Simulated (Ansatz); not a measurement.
Total energies of Pb2O5H6, a hydroxylated oxide cluster from Ansatz at PBE0-D4/def2-TZVPD, gas phase (1 Eh = 27.2114 eV = 2625.5 kJ/mol). The reference geometry is relaxed at r2SCAN-D4/def2-SVP.

```xyz
13

Pb    1.667   -0.234    0.475
Pb   -1.293    1.123   -0.384
O    -2.509   -0.635    1.199
O    -0.380    0.885    1.659
O     0.965    1.588   -0.710
O    -0.382   -0.972   -0.408
O     1.877   -0.726   -1.697
H    -1.852   -0.241    1.816
H    -1.951   -1.286    0.728
H    -0.161    1.705    2.127
H     1.291    1.236   -1.565
H     0.114   -1.172   -1.241
H     2.616   -1.271   -1.998
```

```json
{"state": "charge 0 singlet", "geometry": "reference", "energy (Eh)": "-765.42450"}
{"state": "charge -1 doublet", "geometry": "reference", "energy (Eh)": "-765.42315"}
{"state": "charge -1 doublet", "geometry": "relaxed at r2SCAN-D4/def2-SVPD", "energy (Eh)": "-765.44638"}
{"state": "free Pb atom (triplet)", "geometry": "–", "energy (Eh)": "-192.83693"}
{"state": "free O atom (triplet)", "geometry": "–", "energy (Eh)": "-75.01925"}
{"state": "free H atom (doublet)", "geometry": "–", "energy (Eh)": "-0.50104"}
```

In the def2 sets Pb takes a core potential; there is no spin–orbit coupling.

Question: Work out the vertical electron affinity, to the doublet.

Answer: E(charge 0 singlet) − E(charge -1 doublet) = -765.42450 − (-765.42315) = -0.00135 Eh = -0.04 eV; so near zero that its sign isn't settled.

Question: How much does the charge -1 doublet relax, and what is the adiabatic electron affinity?

Answer: Relaxation: -765.42315 − (-765.44638) = 0.02323 Eh = 0.63 eV. Adiabatic electron affinity: 0.02188 Eh = 0.60 eV, without zero-point energy. Bonds change on the way (1 lost, 0 formed), so the relaxed form is another species. 

Question: What is the binding energy per atom against free atoms?

Answer: Atoms: 2 × (-192.83693) + 5 × (-75.01925) + 6 × (-0.50104) = -763.77635 Eh. Binding: -763.77635 − (-765.42450) = 1.64815 Eh = 44.85 eV, or 3.45 eV for each of 13 atoms (no zero-point energy, no counterpoise term).

At PBE0-D4/def2-TZVPD the highest occupied level of the charge -1 doublet lies above zero (up to 1.31 eV). Energy differences put its binding near zero (-0.04 eV; vertical, to the charge 0 singlet, at PBE0-D4/def2-TZVPD), which leaves it undecided.
